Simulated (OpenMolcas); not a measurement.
**Computed levels of N IV**

```yaml
Program: OpenMolcas 26.06
Method: "MS-CASPT2, IPEA 0.25 Eh, imaginary shift 0.1 Eh (closed shells correlated: 1s)"
Basis: ANO-RCC-VTZP [4s3p2d1f]
Scalar_Hamiltonian: DKH2, point nucleus
Active_space: 2 electrons in 8 orbitals (2s 2p 3s 3p)
State_averaging: 2S+1 = 3 even, 3 roots; 2S+1 = 1 even, 7 roots; 2S+1 = 3 odd, 3 roots; 2S+1 = 1 odd, 3 roots
Spin-orbit_coupling: state interaction with AMFI integrals over the reference wave functions, term energies averaged over their components
```

With spin-orbit coupling, above the lowest level:

```json
{"Configuration": "2s2", "Term": "1S", "J": "0", "E (cm-1)": "0.0", "Measured (cm-1)": "0.0", "Term weight %": "100"}
{"Configuration": "2s 2p", "Term": "3P*", "J": "0", "E (cm-1)": "67216", "Measured (cm-1)": "67209", "Term weight %": "100"}
{"Configuration": "2s 2p", "Term": "3P*", "J": "1", "E (cm-1)": "67286", "Measured (cm-1)": "67272", "Term weight %": "100"}
{"Configuration": "2s 2p", "Term": "3P*", "J": "2", "E (cm-1)": "67426", "Measured (cm-1)": "67416", "Term weight %": "100"}
{"Configuration": "2s 2p", "Term": "1P*", "J": "1", "E (cm-1)": "132801", "Measured (cm-1)": "130694", "Term weight %": "100"}
{"Configuration": "2p2", "Term": "3P", "J": "0", "E (cm-1)": "175861", "Measured (cm-1)": "175535", "Term weight %": "100"}
{"Configuration": "2p2", "Term": "3P", "J": "1", "E (cm-1)": "175930", "Measured (cm-1)": "175608", "Term weight %": "100"}
{"Configuration": "2p2", "Term": "3P", "J": "2", "E (cm-1)": "176067", "Measured (cm-1)": "175733", "Term weight %": "100"}
{"Configuration": "2p2", "Term": "1D", "J": "2", "E (cm-1)": "190391", "Measured (cm-1)": "188882", "Term weight %": "100"}
{"Configuration": "2p2", "Term": "1S", "J": "0", "E (cm-1)": "237208", "Measured (cm-1)": "235369", "Term weight %": "100"}
```

Against the 9 measured excited levels shown (Moore, Selected Tables of Atomic Spectra, NSRDS-NBS 3, section 4) the mean absolute deviation is 720 cm-1; the largest miss in energy is 2s 2p 1P* 1: computed 132801, measured 130694 cm-1 (+1.6 %).

Active for correlation alone: 3p 3s; no level in the range computed is led by a configuration that fills them, so any true level of that kind is missing. Measured partners are found by configuration, term and J. A level has none where our copy of the source lacks it or the pairing is in doubt (some pairs that miss far off the trend of their configuration count as doubtful), and it then counts in no deviation. Levels of configurations outside the active space are missing. The first state left out of the spin-orbit step lies near 390000 cm-1 above the lowest spin-free state of the reference (among the parities and spins computed), and the list stops at four fifths of that energy or lower.

The term weight is that of the spin-free term in the level, not the purity of its configuration. * marks odd parity.
